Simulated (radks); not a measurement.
Values are calculated unless marked as measured or tabulated.
The copper ion Cu4+, 25 electrons, occupied as [Ar] 3d7.

Level of theory: scalar-relativistic Kohn-Sham, LDA (Slater exchange, Perdew-Zunger correlation), spin-polarised, spherical densities, point nucleus; open shells are filled with parallel spins first (a radial shooting solver on a logarithmic mesh with Libxc functionals).

Energy parts (hartree):
| part | energy |
|---|---|
| total | -1647.59716 |
| kinetic | 1671.65141 |
| electron-nucleus | -3905.94428 |
| Hartree | 649.52177 |
| exchange-correlation | -62.82606 |

Orbitals (lengths in bohr, moments of r in powers of bohr):
1s up: occ. 1; eigenvalue (hartree) -327.2254; <r^2> 0.003667
1s down: occ. 1; eigenvalue (hartree) -327.2244; <r^2> 0.003667
2s up: occ. 1; eigenvalue (hartree) -41.65995; <r^2> 0.06559
2s down: occ. 1; eigenvalue (hartree) -41.58018; <r^2> 0.06545
2p up: occ. 3; eigenvalue (hartree) -36.35557; <r^2> 0.05247
2p down: occ. 3; eigenvalue (hartree) -36.29415; <r^2> 0.05232
3s up: occ. 1; eigenvalue (hartree) -6.79172; <r^2> 0.5636
3s down: occ. 1; eigenvalue (hartree) -6.65427; <r^2> 0.5677
3p up: occ. 3; eigenvalue (hartree) -5.22160; <r^2> 0.6170
3p down: occ. 3; eigenvalue (hartree) -5.08727; <r^2> 0.6239
3d up: occ. 5; eigenvalue (hartree) -2.67429; <r^2> 0.7945
3d down: occ. 2; eigenvalue (hartree) -2.54399; <r^2> 0.8268

The highest occupied level is 3d down at -69.225 eV. Spin moment in Bohr magnetons: 3. The density falls to 0.001 e/bohr^3 at r = 2.43 bohr.
